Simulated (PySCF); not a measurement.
Two species compared at the same levels of theory.

First species: acetyl chloride, C2H3ClO.
Z-matrix (Å and degrees, GFN2-xTB geometry), rows numbered from 1:
```
C 
C   1  1.4859
O   2  1.1825  1  128.87
Cl  2  1.7772  1  111.47  3   179.96
H   1  1.0874  2  109.60  3     0.36
H   1  1.0879  2  109.57  3  -120.61
H   1  1.0878  2  109.72  3   121.30
```

Second species: C6H4N2.
Numbering: `[N:1]#[C:2][c:3]1[cH:4][cH:5][n:6][cH:7][cH:8]1` (hydrogens: H9 on C4; H10 on C5; H11 on C7; H12 on C8)

Levels: CAM-B3LYP/def2-SVPD for dipole moment, HOMO energy, LUMO energy, HOMO–LUMO gap, static isotropic polarisability and electronic spatial extent ⟨r²⟩ about the centre of nuclear charge; TDDFT CAM-B3LYP/def2-SVPD for lowest singlet excitation; TDA CAM-B3LYP/def2-SVPD for lowest triplet excitation (Tamm–Dancoff); GFN2-xTB for rotational constant A and rotational constant C. Geometries: GFN2-xTB. All species are isolated and taken at one optimised geometry, non-relativistic unless stated. Electronic properties by PySCF.

```json
{"property": "dipole moment", "column X": "2.07 D", "column Y": "2.88 D"}
{"property": "HOMO energy", "column X": "-9.55 eV", "column Y": "-10.10 eV"}
{"property": "LUMO energy", "column X": "-1.17 eV", "column Y": "0.00 eV"}
{"property": "HOMO–LUMO gap", "column X": "8.38 eV", "column Y": "10.10 eV"}
{"property": "lowest singlet excitation", "column X": "4.61 eV", "column Y": "5.19 eV"}
{"property": "lowest triplet excitation (Tamm–Dancoff)", "column X": "3.94 eV", "column Y": "4.67 eV"}
{"property": "static isotropic polarisability", "column X": "77.0 au", "column Y": "42.7 au"}
{"property": "electronic spatial extent ⟨r²⟩ about the centre of nuclear charge", "column X": "882 bohr²", "column Y": "357 bohr²"}
{"property": "rotational constant A", "column X": "6.065 GHz", "column Y": "10.177 GHz"}
{"property": "rotational constant C", "column X": "1.247 GHz", "column Y": "3.466 GHz"}
```

Q: Which column belongs to which species?

A: Column X is the second species and column Y the first. The first has 7 atoms and 40 electrons, the second 12 and 54.

Q: How does each property change from the first species to the second?

A: dipole moment -0.81 D; HOMO energy +0.55 eV; LUMO energy -1.17 eV; HOMO–LUMO gap -1.72 eV; lowest singlet excitation -0.58 eV; lowest triplet excitation (Tamm–Dancoff) -0.73 eV; static isotropic polarisability +34.3 au; electronic spatial extent ⟨r²⟩ about the centre of nuclear charge +525 bohr²; rotational constant A -4.112 GHz; rotational constant C -2.219 GHz.

On the first: In atomic units the dipole is 1.13 e·bohr (1 au = 2.5417 D). The polarisability is 6.33 Å³ as a volume (1 au = 0.148185 Å³), or 1.07 au for each of the 40 electrons.

On the second: The vertical singlet–triplet gap S1 − T1 is 0.67 eV (TDDFT singlet less Tamm–Dancoff triplet; S1: HOMO→LUMO, weight 0.96; T1: HOMO→LUMO, weight 0.91). The principal polarisabilities are 44.6, 80.3 and 106.1 au; their mean is the isotropic value.
